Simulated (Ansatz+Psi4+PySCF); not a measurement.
Results of a calculation; reference values are marked as such.
A run of Psi4 1.11 on singlet BeH2 at this shape:

```xyz
3

H    -0.0003    0.0040   -0.0020
Be   -0.0856    1.1940   -0.5796
H    -0.1709    2.3840   -1.1572
```

Its results:

- Converged: yes
- Total energy: -15.77189 hartree
- Spin squared of the determinant: 0.000
- Occupied orbitals by symmetry in an Abelian subgroup (alpha; beta): 2 Ag 1 B2u; 2 Ag 1 B2u

(1) Which input gives this output? Name the method, the orbitals and the basis set, and write the input.

Answers

(1) RHF in cc-pVTZ on H; cc-pCVTZ on Be. An unrestricted run that stays on the closed shell gives the same numbers.

```
molecule {
0 1
H -0.000300 0.004000 -0.002000
Be -0.085600 1.194000 -0.579600
H -0.170900 2.384000 -1.157200
}

basis {
assign Be cc-pCVTZ
assign H cc-pVTZ
}
set reference rhf
set scf_type pk
energy('scf')
```
